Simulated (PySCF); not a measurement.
# Ionisation energy of Tl by level of theory

Tl [Xe] 4f14 5d10 6s2 6p1 (2P) → Tl⁺ [Xe] 4f14 5d10 6s2 (1S), as a difference of total energies. All numbers are calculated (PySCF 2.14, scalar relativity by spin-free X2C-1e, in x2c-QZVPPall). Correlated levels: valence: [Xe] 4f14 5d10 frozen; valence and next inner shell: [Kr] 4d10 4f14 frozen. The calculations carry no spin-orbit coupling.

| method | ionisation energy (eV) |
| --- | --- |
| UHF | 4.997 |
| r2SCANh | 5.502 |
| B2PLYP | 5.327 |
| MP2 (valence) | 5.187 |
| SCS-MP2 (valence) | 5.170 |
| MP2 (valence and next inner shell) | 5.320 |
| SCS-MP2 (valence and next inner shell) | 5.235 |

Task: Which method comes closest to the reference value, and which is furthest?

Result: The reference is 5.464 eV (measured; NIST levels, between the centres of gravity of the two terms). Closest: r2SCANh (error 0.038 eV); furthest: UHF (error -0.467 eV).
